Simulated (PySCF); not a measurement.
## Cost of excited-state runs on SMILES C(C)=C=C(C)OC, C$_{6}$H$_{10}$O

Mapped SMILES: `[CH3:1][CH:2]=[C:3]=[C:4]([CH3:5])[O:6][CH3:7]`. Hydrogens are named by the atom that carries them.

PySCF with density fitting, on 1 thread of an Arm Neoverse V2, shared host. Command: `OMP_NUM_THREADS=1 python excited_run.py task.json out`

Problem. How long does each of these runs take, and how much memory?
- first hyperpolarisability, CAM-B3LYP/aug-cc-pVDZ; usual settings
- circular dichroism and optical rotation, CAM-B3LYP/aug-cc-pVDZ; 12 states
- excited states, wB97X-D/def2-TZVP; Tamm-Dancoff; spin-orbit couplings; 6 states; 5 triplets; quadratic response for 4 states
- excited states, CAM-B3LYP/aug-cc-pVDZ; two-photon moments; 8 states; quadratic response for 6 states; 0 triplets

Solution. 
```tsv
run	level	basis functions	wall time	peak memory (GiB)
first hyperpolarisability	CAM-B3LYP/aug-cc-pVDZ	251	49 s	0.99
circular dichroism and optical rotation	CAM-B3LYP/aug-cc-pVDZ	251	95 s	1.1
excited states	wB97X-D/def2-TZVP	277	56 s	1.1
excited states	CAM-B3LYP/aug-cc-pVDZ	251	64 s	1
```
Times from a shared host are rough.
